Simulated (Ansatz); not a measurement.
The first iterations of a band of AlH4NOSi (8 atoms, charge 0, multiplicity 1).

All numbers below come from Ansatz 0.2.0, RKS LDA/STO-3G.

```
movable images  : 5
climbing image  : yes
spring          : 2.0 to 10.0 eV/Å², energy-weighted
optimiser       : quadratic models (default)
start path      : through a guess of the saddle point
force threshold : 0.05 eV/Å
iteration limit : 60
end points      : relaxed
```

Image 0:

```xyz
8
Properties=species:S:1:pos:R:3
N -0.588 0.559 -0.573
Al 0.366 1.178 0.751
O 0.988 -0.413 1.069
Si 0.044 -1.044 -0.252
H -1.251 0.861 -1.313
H 0.607 2.501 1.412
H 0.854 -1.645 -1.311
H -0.929 -2.054 0.162
```

Image 6:

```xyz
8
Properties=species:S:1:pos:R:3
N -0.406 0.875 -0.175
Al 1.470 1.196 1.012
O 1.480 -0.598 0.833
Si 0.099 -0.870 -0.039
H -0.461 1.245 -1.159
H -1.337 1.102 0.259
H 0.238 -1.405 -1.397
H -0.992 -1.602 0.611
```

| iteration | highest image above the first end (eV) | largest band force component (eV/Å) |
| --- | --- | --- |
| 1 | 9.268 | 23.907 |
| 2 | 4.223 | 8.498 |
| 3 | 3.583 | 3.910 |

Problem. Does the band converge within its limit, and where does its top end?

Solution. The forces met the threshold. It ended after 10 iterations with the highest image 3.497 eV above the first end. Neighbouring images differ by up to 1.5 eV, so the band resolves the path poorly. Another band between the same ends (5 images) ends at a top of the same energy, where a vibrational analysis finds 1 clearly imaginary mode. The orbitals stay closed-shell, which can raise the energy where a bond breaks towards radicals; this wasn't checked here. Limits of this set-up: minimal basis.

Run time: 51 s on 1 CPU thread of a shared host.
